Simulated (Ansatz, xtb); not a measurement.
C5H4N2OSe: 8 structures ranked

8 gas-phase structures of C5H4N2OSe, from a drawn sample of its isomers (lower ones may exist). Each was relaxed with GFN2-xTB; where two conformers were screened, the lower at r2SCAN-D4/def2-SVP//GFN2-xTB is listed:

A. `COc1c[se]c(C#N)n1`, a singlet
B. `[H]/N=C\c1ncc(C=O)[se]1`, a singlet
C. `COc1nc(C#N)c[se]1`, a singlet
D. `COc1nc[se]c1C#N`, a singlet
E. `C1=Nc2n[se]cc2OC1`, a singlet
F. `C#Cc1nc(OC)n[se]1`, a singlet
G. `COc1cc(C#N)n[se]1`, a singlet
H. `N#CC[Se]c1cnco1`, a singlet

Question: Which do you expect lowest at r2SCAN-D4/def2-SVP//GFN2-xTB, and how would the others follow?

Answer: Calculated order at r2SCAN-D4/def2-SVP//GFN2-xTB: B (0.0), C (3.3), D (3.8), A (7.4), H (10.8), E (11.9), G (16.7), F (38.4) kcal/mol. Less than 1 kcal/mol parts C and D, so the order within that pair means little.

Energies above the lowest of each column, in kcal/mol; the last columns are at r2SCAN-D4/def2-SVP geometries and were run for some of them only (a dash: not run or not comparable):

```
structure  GFN2-xTB  HF/STO-3G  r2SCAN-D4/def2-SVP//GFN2-xTB  r2SCAN-D4/def2-SVP  CCSD(T)/def2-SVP + ΔMP2/def2-TZVPP
        B      23.3       37.2                           0.0                 0.0                                 0.3
        C      11.5        0.0                           3.3                 4.0                                 0.0
        D      14.2        3.4                           3.8                 4.5                                 2.5
        A      16.3        8.4                           7.4                 8.2                                 5.5
        H      16.7        0.7                          10.8                10.6                                 3.3
        E       0.0       10.3                          11.9                12.2                                   –
        G      18.4        9.3                          16.7                   –                                   –
        F      22.1       51.0                          38.4                   –                                   –
```

CCSD(T)/def2-SVP + ΔMP2/def2-TZVPP puts C lowest of those it was run on, with B within 1 kcal/mol; GFN2-xTB picks E. CCSD(T)/def2-SVP + ΔMP2/def2-TZVPP orders those it was run on as C (0.0), B (0.3), D (2.5), H (3.3), A (5.5) kcal/mol. Less than 1 kcal/mol parts C and B; D and H, so the order within those pairs means little. Flexible structures stand in one conformer each, not always the lowest. Frequencies (GFN2-xTB) were run for A, B, C, D, H alone. ΔMP2 is the change of the MP2 energy from the smaller to the larger basis.

Over these structures GFN2-xTB departs from r2SCAN-D4/def2-SVP//GFN2-xTB by 9.5 kcal/mol on average once a common shift is removed. A GFN2-xTB relaxation took about 0.084 s and the r2SCAN-D4/def2-SVP//GFN2-xTB energy about 2.1 s on a shared host (Ansatz 0.2.0, xtb 6.7.1).
